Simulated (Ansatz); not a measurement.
`[SiH3][GeH]1[CH2][SiH2]1` → `[CH2]1[SiH2][GeH2]1` + `[SiH2]` at 500 K and 1 bar (silylene loss).

Calculated with Ansatz (gas phase, PBE0-D4/def2-TZVP geometries, no zero-point term in ΔE). CCSD(T)/CBS is the MP2 limit (def2-TZVPP, def2-QZVPP) plus CCSD(T) − MP2 in def2-TZVPP, frozen cores. This one scheme is used for every species. For Ge outer-core shells are correlated without core-valence functions, which leaves a few kJ/mol of doubt a bond. Scalar relativity is left out up to krypton.

```json
{"species": "`[SiH3][GeH]1[CH2][SiH2]1`", "CCSD(T)/CBS energy (Eh)": "-2697.09906", "H − E (kJ/mol)": "252.9", "S (J/(mol·K))": "449.6"}
{"species": "`[CH2]1[SiH2][GeH2]1`", "CCSD(T)/CBS energy (Eh)": "-2406.80649", "H − E (kJ/mol)": "190.6", "S (J/(mol·K))": "363.2"}
{"species": "`[SiH2]`", "CCSD(T)/CBS energy (Eh)": "-290.19011", "H − E (kJ/mol)": "48.0", "S (J/(mol·K))": "226.5"}
```

H − E and S are ideal-gas, rigid-rotor, harmonic terms from PBE0-D4/def2-TZVP, for one conformer and one mirror image of each species. 1 Eh = 2625.50 kJ/mol, R = 8.31446 J/(mol·K).

**Question.** By hand: ΔE, ΔH, ΔS and ΔG.

**Answer.** ΔE = (-2406.80649) + (-290.19011) − (-2697.09906) = 0.10246 Eh = 269.0 kJ/mol. Δ(H − E) = 190.6 + 48.0 − 252.9 = -14.3, so ΔH = 254.7 kJ/mol. ΔS = 363.2 + 226.5 − 449.6 = 140.1 J/(mol·K). ΔG = 254.7 − 500 × (140.1)/1000 = 184.6 kJ/mol.

**Question.** By hand: the equilibrium constant, and the temperature at which ΔG would vanish if ΔH and ΔS stayed fixed.

**Answer.** log₁₀ K = −ΔG/(RT ln 10) = -19.3. ΔG = 0 at ΔH/ΔS = 1818 K.

The number of gas molecules changes by +1, which sets the sign of ΔS. A doubt of 5 kJ/mol in ΔE shifts log₁₀ K by 0.5 here. Other conformers and mirror images would add mixing entropy, several J/(mol·K) or more a flexible species. These are equilibria of isolated gas molecules and say nothing of rates. Largest T1 diagnostic: 0.014 (customary marks: 0.02 for closed shells, 0.045 for open ones).
